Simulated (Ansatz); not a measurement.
Cost and result for the atomization energy of C₂H₃BClFO (`C=COB(F)Cl`) (9 atoms, 8 bonds).

```xyz
9

C    -0.133    1.457   -0.304
C    -0.573    0.574    0.573
O    -0.013   -0.652    0.828
B     0.467   -1.516   -0.085
F     0.396   -1.297   -1.385
Cl    1.197   -3.003    0.479
H    -0.644    2.406   -0.390
H     0.720    1.273   -0.944
H    -1.417    0.759    1.227
```

Charge 0, multiplicity 1. All single points use the PBE0-D4/def2-TZVP geometry. It is one conformer, not always the lowest. Program: Ansatz. All runs use 4 threads of an Arm Neoverse V1 on a shared host. Times are those of one run each, without the atoms' runs, and a repeat can differ threefold. Electronic energies, without spin–orbit coupling; frozen cores. CCSD(T)/CBS adds CCSD(T) − MP2 in def2-TZVPP to the MP2 limit, and its time is that of the two runs behind it. T1 = 0.012. HSE06 is the plane-wave form, built on full-range PBE exchange.

CCSD(T)/CBS is a level of theory with its own doubt, some kJ/mol a heavy atom from the limit and from the frozen cores, so smaller differences don't rank the functionals.

| level | functions | wall time | atomization (kJ/mol) | difference from CCSD(T)/CBS | per bond |
| --- | --- | --- | --- | --- | --- |
| LDA (SPW92)/def2-TZVPP | 239 | 1.6 s | 4588.3 | 659.7 | 82.5 |
| BLYP-D4/def2-TZVPP | 239 | 2.4 s | 3949.2 | 20.6 | 2.6 |
| PBE-D4/def2-TZVPP (with forces) | 239 | 2.9 s | 4070.1 | 141.5 | 17.7 |
| HSE06-D4/def2-TZVPP | 239 | 3 s | 3972.8 | 44.2 | 5.5 |
| BHLYP-D4/def2-TZVPP | 239 | 3 s | 3790.6 | -138.0 | -17.3 |
| r2SCANh-D4/def2-TZVPP | 239 | 4.9 s | 3939.1 | 10.5 | 1.3 |
| B2PLYP/def2-TZVPP | 239 | 5 s | 3906.9 | -21.7 | -2.7 |
| PBE-QIDH/def2-TZVPP | 239 | 5.5 s | 3933.7 | 5.1 | 0.6 |
| CCSD(T)/def2-SVP | 103 | 5.5 s | 3773.5 | -155.1 | -19.4 |
| ωB97X-V/def2-TZVPP | 239 | 7 s | 3937.6 | 9.0 | 1.1 |
| MP2/def2-QZVPP | 445 | 25 s | 4025.8 | 97.2 | 12.1 |
| CCSD(T)/def2-TZVPP | 239 | 2.7 min | 3830.6 | -98.0 | -12.2 |
| CCSD(T)/CBS(def2) | – | 3.1 min | 3928.6 | 0.0 | 0.0 |

Leaving LDA and LC-ωPBE aside and taking each functional with its dispersion term where it has one, the values spread over 279.6 kJ/mol, from BHLYP-D4 to PBE-D4. LDA lies +536.6 kJ/mol from PBE without D4, its usual overbinding. From PBE to PBE0 (25 % exact exchange), in def2-TZVPP and without D4, the atomization energy moves by −98.3 kJ/mol: exact exchange takes away binding that semilocal exchange gives to molecules. In def2-TZVPP, CCSD(T) changes the Hartree–Fock value by +920.3 kJ/mol (the triples alone add +71.7 kJ/mol) and MP2 by +1057.5 kJ/mol; breaking electron pairs costs correlation energy, which Hartree–Fock lacks.
